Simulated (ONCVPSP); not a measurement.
# Transferability test, ONCV potential for silicon (Si)

silicon (Si), optimised norm-conserving Vanderbilt (ONCV), made with ONCVPSP 4.0.1 (PBEsol, scalar-relativistic). Core [Ne], reference 3s2 3p1 (charge +1). Waves: 3s: rc 1.40 bohr, ncon 4, nbas 7, qcut 5.7 1/bohr, local; 3p: rc 1.60 bohr, ncon 4, nbas 8, qcut 5.2 1/bohr, 2 projectors, debl 1.7 Ha; d scattering state at 0.2 Ha: rc 1.40 bohr, ncon 4, nbas 7, qcut 7.2 1/bohr, 2 projectors, debl 3.9 Ha. Local part: the s channel. Core correction: Teter function, fcfact 3, rcfact 1.45.

Energies are relative to the spin-unpolarised reference configuration 3s2 3p1; without spin polarisation the order of configurations can differ from experiment.

| valence configuration | charge | ΔE all-electron (eV) | error AE − PS (meV) |
| --- | --- | --- | --- |
| 3s2 3p2 | 0 | -7.713 | +2.0 |
| 3s2 3p0 | +2 | 15.964 | +2.9 |
| 3s1 3p0 | +3 | 49.863 | -30 |

Question: What are ΔE and the potential's error for 3s1 3p3?

Answer: ΔE = -0.919 eV all-electron; the error (AE − PS) is -0.1 meV.

Levels in the configuration 3s1 3p0:

```csv
level,all-electron (eV),pseudo (eV)
3s,-39.358,-39.434
```
